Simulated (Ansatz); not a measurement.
cis-Zn(OH)2(NH3)4 (ZnN₄O₂H₁₄). Charge 0, multiplicity 1. Geometry B3LYP-D4/def2-SVP; atoms count from 1.

```xyz
21

N    -0.9474    1.7760    0.7834
N     0.0308    0.2716   -2.1618
N    -1.9773   -1.2414    0.0719
N     2.2105    0.7520    0.2824
O     0.5238   -1.8652   -0.7205
O     0.3656   -0.1281    2.0278
Zn    0.0611   -0.0761    0.0471
H     1.1266   -2.4196   -0.2105
H    -0.6115    2.7369    0.7314
H    -0.6957    1.3613    1.6993
H    -1.9619    1.7814    0.6897
H     0.3797   -0.9951    2.4511
H     0.7498    0.8839   -2.5442
H    -0.7995    0.3432   -2.7486
H     0.3804   -0.7040   -2.1630
H    -1.2720   -1.9205   -0.2806
H    -2.8295   -1.3061   -0.4847
H    -2.2073   -1.4973    1.0321
H     2.6468    1.6738    0.2760
H     2.9041    0.0722   -0.0292
H     1.9229    0.5011    1.2509
```

Another isomer (singlet) lies 0.49 eV lower at PBE0-D4/def2-TZVP; other spin states weren't run for this one.

Estimate the Mulliken populations from the PBE0/def2-TZVP orbitals of Ansatz.


```csv
atom,charge (e),d electrons
N1,-0.64,–
N2,-0.64,–
N3,-0.68,–
N4,-0.68,–
O5,-0.85,–
O6,-0.85,–
Zn7,0.62,10.06
H8,0.30,–
H9,0.24,–
H10,0.30,–
H11,0.25,–
H12,0.30,–
H13,0.25,–
H14,0.24,–
H15,0.30,–
H16,0.29,–
H17,0.23,–
H18,0.25,–
H19,0.23,–
H20,0.25,–
H21,0.29,–
```
Mulliken values and Mayer orders depend strongly on the basis.

And the Mayer bond orders between bonded heavy atoms (over 0.3)?

O5–Zn7 0.60 (2.00 Å); O6–Zn7 0.59 (2.00 Å).
